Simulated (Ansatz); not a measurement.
Frontier orbitals of ClGaH₄Si (`[SiH3][GaH][Cl]`).

The species carries charge 0 and has multiplicity 1. Correlated methods include outer-core shells of Ga, which these sets cover unevenly. Scalar relativity is left out up to krypton. The structure was optimised at the PBE0-D4/def2-TZVP level. Basis def2-TZVPP, Ansatz.

```json
{"functional": "PBE", "HOMO (eV)": "-6.69", "LUMO (eV)": "-2.89", "gap (eV)": "3.80"}
{"functional": "PBE0", "HOMO (eV)": "-7.84", "LUMO (eV)": "-2.13", "gap (eV)": "5.71"}
{"functional": "B3LYP", "HOMO (eV)": "-7.63", "LUMO (eV)": "-2.36", "gap (eV)": "5.27"}
{"functional": "r2SCAN0", "HOMO (eV)": "-8.02", "LUMO (eV)": "-2.03", "gap (eV)": "5.99"}
{"functional": "ωB97X-V", "HOMO (eV)": "-10.08", "LUMO (eV)": "-0.20", "gap (eV)": "9.88"}
{"functional": "ωB97M-V", "HOMO (eV)": "-9.88", "LUMO (eV)": "-0.39", "gap (eV)": "9.49"}
```

Question: What is the vertical ionisation energy at frozen-core CCSD(T)/def2-TZVPP? (An estimate is asked.)

Answer: Ansatz gave: 10.04 eV (T1 of the cation 0.029).

From PBE to PBE0 the HOMO moves by −1.15 eV and the LUMO by +0.76 eV, and with ωB97M-V by −3.19 and +2.50 eV, so the gap grows from 3.80 to 9.49 eV with exact exchange. −ε(HOMO) differs from that ionisation energy by −3.35 eV with PBE and −0.16 eV with ωB97M-V.

B3LYP here is the variant with VWN-RPA as its local correlation; programs differ in this.
